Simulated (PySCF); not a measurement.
SnHFBr₂, SMILES [F][SnH]([Br])[Br].

The structure is a stationary point at r2SCAN-D4/def2-SVP. The structure was generated by enumeration; whether it is a known compound was not checked. The def2 effective core potentials stand for the cores of Sn; spin–orbit coupling is left out.

These are PBE/def2-TZVP (PySCF) values and carry that method's errors.

Isolated molecule, no solvent.

The total energy comes out as -5462.35523 hartree and the point group is Cs. The highest occupied level comes out as -7.60 eV and the lowest empty level is -3.54 eV. The orbital gap is 4.06 eV and the dipole moment is 2.21 D. The quadrupole, principal values (traceless, Buckingham form, about the centre of nuclear charge) is -6.95, 0.78, 6.18 D·Å and the mean static polarisability comes out as 79.4 bohr³ (11.76 Å³). The polarisability, principal values is 61.5, 76.2, 100.5 bohr³.
